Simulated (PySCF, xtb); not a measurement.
N-methyl-N-silylethenamine (C₃H₉NSi), SMILES C=CN(C)[SiH3].

xtb 6.7.1 with GFN2-xTB at its own geometry gives an orbital gap of 4.34 eV and a dipole moment of 1.15 D.

Coordinates come from a PBE0-D3(BJ)/def2-SVP optimisation. Other conformers were not sampled.

### Question
What does PBE/def2-TZVP (PySCF) give? (Estimate from the structure and the level; the computed values follow.)

### Answer
gap 4.46 eV (levels -4.87 and -0.42 eV), dipole 1.42 D.
